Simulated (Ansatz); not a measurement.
Reaction (isomerisation): `N[SiH](O)S[SiH3]` → `N[SiH2][SiH](O)S`

Isolated molecules relaxed with PBE0-D4/def2-TZVP in Ansatz; ΔE leaves out vibrations. CBS: MP2 limit from def2 TZ/QZ plus the TZ coupled-cluster correction, frozen cores. Functionals use def2-TZVPP. B3LYP here is the variant with VWN-RPA as its local correlation; programs differ in this. One conformer a species, not always the lowest.

| level | ΔE (kJ/mol) | difference from CCSD(T)/CBS |
| --- | --- | --- |
| PBE-D4 | 79.7 | -16.0 |
| r2SCAN-D4 | 92.8 | -2.9 |
| PBE0-D4 | 86.8 | -8.9 |
| B3LYP-D4 | 89.3 | -6.4 |
| ωB97X-V | 91.8 | -3.9 |
| ωB97M-V | 98.0 | 2.3 |
| B2PLYP | 93.9 | -1.8 |
| PBE | 78.9 | -16.8 |
| r2SCAN | 92.8 | -2.9 |
| PBE0 | 86.3 | -9.4 |
| B3LYP | 87.8 | -7.9 |
| HF/def2-TZVPP | 103.1 | 7.4 |
| MP2/def2-TZVPP | 102.8 | 7.1 |
| SCS-MP2/def2-TZVPP | 100.2 | 4.5 |
| CCSD/def2-TZVPP | 94.2 | -1.5 |
| CCSD(T)/def2-TZVPP | 93.7 | -2.0 |
| HF/def2-QZVPP | 103.7 | 8.0 |
| MP2/def2-QZVPP | 104.1 | 8.4 |
| SCS-MP2/def2-QZVPP | 101.5 | 5.8 |
| HF/CBS(def2) | 103.8 | 8.1 |
| MP2/CBS(def2) | 104.8 | 9.1 |
| CCSD/CBS(def2) | 96.2 | 0.5 |
| CCSD(T)/CBS | 95.7 | 0 |

Largest T1 diagnostic among the species: 0.012.

From PBE to PBE0 (25 % exact exchange), in def2-TZVPP and without D4, ΔE moves by +7.4 kJ/mol.
